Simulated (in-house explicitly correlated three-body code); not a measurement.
Computed with an exponentially correlated three-body code. Model: two electrons around a point charge, non-relativistic, variational in 260 exponentially correlated functions (energies converged to about 1e-7 hartree, or 1e-8 relative for large Z).

Command:
```bash
python run_hyl.py task.json out
```
Settings (lengths in bohr, energies in hartree):
```
Z                      9
screening              7.2
interaction_strength   1
functions              260
states_tried           1
```

Run time, properties included: 6 s on 1 thread of Intel(R) Xeon(R) Platinum 8375C CPU @ 2.90GHz (Ice Lake), on a shared host.

**Ground state only, binding against the one-electron ion.**

Given: nuclear charge 9; Yukawa screening of all interactions 7.2 1/bohr.

Computed: one-electron threshold -3.62104866 hartree.

```
term  energy (hartree)  binding (eV)
1 1S       -6.49030639        78.076
```

**Converged states only, values per electron or pair (inverse distances are <exp(-kr)/r>).**

```tsv
term	mean r (bohr)	mean r squared (bohr²)	mean inverse r (1/bohr)	mean r12 (bohr)	mean inverse r12 (1/bohr)	mean cosine	mean p1 dot p2 (bohr⁻²)	delta r1 (bohr⁻³)	delta r12 (bohr⁻³)
1 1S	0.30534	0.14222	2.3174	0.46052	0.68631	-0.0082252	0.26253	96.939	6.6084
```
